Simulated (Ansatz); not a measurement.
Reaction (formal hydrolysis of a C–C bond): `B/C=C/CC` + H₂O → `B/C=C/O` + `CC`

Gas-phase electronic energies from Ansatz, PBE0-D4/def2-TZVP geometries. CCSD(T)/CBS adds triple-zeta CCSD(T) − MP2 to the extrapolated MP2 energy (def2 sets, frozen cores). This one scheme is used for every species. Double bonds are as drawn, so ΔE can hold a change between cis and trans. Functionals use def2-TZVPP. B3LYP here is the variant with VWN-RPA as its local correlation; programs differ in this. Each species was taken in one conformer, which may not be the lowest.

`B/C=C/CC`:

```xyz
14

B     0.714   -2.426    1.087
C    -0.193   -1.226    0.831
C     0.308   -0.077    0.345
C    -0.454    1.161    0.038
C    -0.300    1.585   -1.421
H     1.885   -2.331    0.845
H     0.292   -3.459    1.522
H    -1.264   -1.258    1.031
H     1.379   -0.035    0.137
H    -0.077    1.967    0.680
H    -1.509    1.020    0.288
H     0.750    1.743   -1.677
H    -0.696    0.820   -2.092
H    -0.836    2.516   -1.613
```

H₂O:

Cartesian coordinates in Å:
```
O -0.315 0.205 0.100
H -0.018 -0.014 -0.786
H 0.333 -0.191 0.686
```

`B/C=C/O`:

Z-matrix (Å, degrees):
```
B
C 1 1.509
H 1 1.200 2 119.0
H 1 1.197 2 121.9 3 -180.0
C 2 1.349 1 119.1 3 -0.0
H 2 1.091 1 123.2 3 180.0
O 5 1.331 2 127.3 1 -180.0
H 5 1.086 2 121.6 1 0.0
H 7 0.965 5 109.4 2 0.0
```

`CC`:

Z-matrix (Å, degrees):
```
C
C 1 1.519
H 1 1.093 2 111.4
H 1 1.093 2 111.4 3 120.0
H 1 1.093 2 111.4 3 -120.0
H 2 1.093 1 111.4 3 180.0
H 2 1.093 1 111.4 3 -60.0
H 2 1.093 1 111.4 3 60.0
```

Question: Is it downhill or uphill in electronic energy at CCSD(T)/CBS, and by how much? (Best estimate.)

Answer: Ansatz gave: Uphill: ΔE = +2.7 kcal/mol.

Question: What do these levels give: PBE-D4, PBE0-D4, ωB97X-V, B2PLYP, r2SCAN, PBE0, B3LYP, CCSD/def2-TZVPP, MP2/def2-QZVPP, SCS-MP2/def2-QZVPP, HF/CBS(def2), CCSD/CBS(def2)? (Best estimate.)

Answer: Computed: PBE-D4 -2.8, PBE0-D4 -1.3, ωB97X-V -1.1, B2PLYP -1.2, r2SCAN -3.2, PBE0 -2.2, B3LYP -3.0, CCSD/def2-TZVPP 1.5, MP2/def2-QZVPP 3.2, SCS-MP2/def2-QZVPP 2.5, HF/CBS(def2) -0.8, CCSD/CBS(def2) 2.8 kcal/mol.

Largest T1 diagnostic among the species: 0.013.

The D4 term adds +1.6 kcal/mol with B3LYP and +0.9 kcal/mol with PBE0; it sums over pairs of atoms, weighted by their polarisabilities, and B3LYP, whose exchange is more repulsive, gets the larger term. In def2-TZVPP, CCSD(T) changes the Hartree–Fock value by +2.5 kcal/mol (the triples alone add −0.1 kcal/mol) and MP2 by +3.4 kcal/mol.
